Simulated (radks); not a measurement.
Results of a calculation; reference values are marked as such.
Problem. Numerical settings for neutral neon, [Ne]. Code: a radial shooting solver on a logarithmic mesh with Libxc functionals. Model: non-relativistic Kohn-Sham, PBE, spin-polarised, spherical densities, point nucleus. The defaults (mesh step 0.008 in ln r, mesh end at 40 bohr or more with all orbitals vanishing there, Anderson mixing 0.5 over 9 steps, residual threshold near 1e-9 with the energy settled to 1e-9 hartree or 1e-11 of itself, here a cap of 51 iterations) give E = -128.8664 hartree and 2p at -13.347 eV in 14 iterations. Run on one thread of a shared host, so times are rough (Arm Neoverse V1): 0.08 s of CPU time, 0.08 s wall, 14 iterations on 2496 mesh points. One setting is changed at a time: mesh step in ln r 0.03; mesh step in ln r 0.02; mesh step in ln r 0.08; mesh end (bohr) 8; mesh end (bohr) 12; residual threshold 1e-16; residual threshold 1e-13; mixing 0.01; linear mixing, mixing 0.5; linear mixing, mixing 0.8; mixing history 20; iteration cap 2. Which runs fail to converge, and which converge to a wrong energy?

Solution. Not converged within the cap: residual threshold 1e-16; residual threshold 1e-13; linear mixing, mixing 0.8; iteration cap 2. No run marked as converged misses the energy by more than 1 mhartree.
